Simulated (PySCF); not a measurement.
**GeS: one state, many levels of theory**

State: ¹Σ⁺ (singlet), closed shell. Set-up: Ge 6-31G(d,p), S 6-31G(d,p); no relativity (PySCF 2.14). De refers to Ge + S in their high-spin ground configurations, without counterpoise correction. A positive dipole means Ge(−)S(+).

| Level | Re (Å) | ωe (cm⁻¹) | De (eV) | μ (D) | CPU s a point (SCF and correlation, without the integrals) |
| --- | --- | --- | --- | --- | --- |
| RHF | 2.002 | 630 | 3.09 | -2.77 | 0.086 |
| RHF-MP2 | 2.028 | 585 | 5.21 | n/a | 0.13 |
| RHF-SCS-MP2 | 2.029 | 585 | 5.04 | n/a | n/a |
| RHF-CCSD | 2.025 | 593 | 4.84 | n/a | n/a |
| RHF-CCSD(T) | 2.039 | 567 | 5.11 | n/a | 0.9 |
| LDA | 2.028 | 568 | 6.76 | -1.78 | 0.35 |
| PBE | 2.050 | 551 | 5.86 | -1.97 | 0.68 |
| PW91 | 2.049 | 551 | 5.88 | -1.94 | 0.55 |
| r²SCAN | 2.029 | 576 | 5.67 | -2.00 | 1.2 |
| r²SCANh | 2.022 | 586 | 5.54 | -2.07 | 0.85 |
| PBE0 | 2.023 | 587 | 5.50 | -2.17 | 1.5 |

**Question.** Which functional lies closest to RHF-CCSD(T) in De, which farthest, and by how much do they differ from it?

**Answer.** Closest is PBE0 (-1.6 pm in Re, +3.5 % in ωe, +0.39 eV in De against RHF-CCSD(T) in the same basis), farthest LDA (-1.1 pm in Re, +0.2 % in ωe, +1.65 eV in De). CCSD(T) converges more slowly with the basis than the functionals do and binds too weakly in this one, so the order can change at the basis-set limit.

**Question.** What does a quarter of exact exchange do here, going from PBE to PBE0?

**Answer.** PBE0 less PBE: -2.7 pm in Re, +6.5 % in ωe, -0.36 eV in De. Exact exchange removes part of the self-interaction that spreads semilocal densities, and in most molecules shortens and stiffens the bond and lowers De; so it does here.

**Question.** What does the step from GGA to meta-GGA do here, going from PBE to r²SCAN?

**Answer.** r²SCAN less PBE: -2.1 pm in Re, +4.5 % in ωe, -0.19 eV in De. 

Measured (Huber and Herzberg, Constants of Diatomic Molecules (1979)): Re = 2.012086 Å, ωe = 575.8 cm⁻¹.

Correlated steps freeze 14 core orbitals. Correlated levels converge slowly with the basis: in double zeta they bind strong bonds too weakly, by up to about 1 eV, and carry superposition errors of some tenths. Where the molecule has an RHF reference, its open-shell atoms are computed with UHF. The CCSD T1 diagnostic is raised, a sign that a single reference may not be enough here.

The whole job (state search and all levels along the bond) took about 1.9 min on 1 thread of Oxide Virtual Turin-like (shared host), peak memory 0.56 GiB.
